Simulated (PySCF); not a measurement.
Method: delta-SCF UKS SCAN, pcX-2 on the ionised atom, pcseg-1 elsewhere, spin-free X2C in PySCF 2.14.0. Geometries: PBE0-D3(BJ)/def2-SVP; isolated species, one conformer each. Values against the vacuum level.

**Question.** Order these sites by rising C 1s binding energy.
A. C4 in `[O:1]=[S:2]1(=[O:3])[CH2:4][CH2:5][CH2:6]1`
B. C3 in `[OH:1][SiH:2]1[CH:3]=[CH:4][SiH2:5][CH:6]=[CH:7]1`
C. C2 in `[BH2:1][CH2:2][c+:3]1[cH:4][cH:5]1`
D. C5 in `[CH2:1]=[CH:2]/[CH:3]=[C:4](\[CH3:5])[F:6]`

**Answer.** B (290.03 eV), D (291.30 eV), A (291.59 eV), C (296.50 eV).

The highest is bonded to C, 2 H and B in a species of charge +1, the lowest to C (double bond), H and Si; the range is 6.47 eV.

**Question.** Rank by computed O 1s binding energy, lowest first.
A. Oxygen in `O[SiH]1C=C[SiH2]C=C1`
B. Oxygen in `CC(=O)[SiH2]C#C[SiH3]`
C. Oxygen in `O=CCCBr`

**Answer.** B (537.82 eV), A (538.21 eV), C (538.56 eV).

From the lowest up, the atoms are bonded to: C (double bond) (537.82); H and Si (538.21); C (double bond) (538.56).
